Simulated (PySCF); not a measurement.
methyl(prop-1-en-2-yl)silane (C4H10Si), SMILES C[SiH2]C(=C)C. Heavy atoms are numbered as in [CH2:1]=[C:2]([CH3:3])[SiH2:4][CH3:5]. Hydrogens are named by the atom that carries them.

The structure is a stationary point at PBE-D3(BJ)/def2-SVP. The values are those of a single conformer.

These are PySCF with PBE0/def2-TZVP values and carry that method's errors.

Atomic charges (e), one atom of each kind:

```tsv
atom	Mulliken	Löwdin
C1 (CH2)	-0.29	-0.21
C2	-0.03	___
C3 (CH3)	-0.39	___
Si4 (SiH2)	0.23	___
C5 (CH3)	-0.51	-0.47
H on C1	0.12	0.12
H on C3	0.13	0.13
H on Si4	-0.03	___
H on C5	0.14	0.13
```

Question: Some entries are withheld; supply them. (Estimate from the structure and the level; the computed values follow.)

Answer: 
- C2, Löwdin: -0.32
- C3 (CH3), Löwdin: -0.30
- Si4 (SiH2), Löwdin: 0.31
- H on Si4, Löwdin: -0.03

Computed Mayer and Wiberg (Löwdin basis) orders of the bonds:
```tsv
bond	Mayer	Wiberg
C1–C2	1.88	2.08
C2–C3	0.95	1.27
C2–Si4	0.99	1.03
Si4–C5	0.99	1.22
```
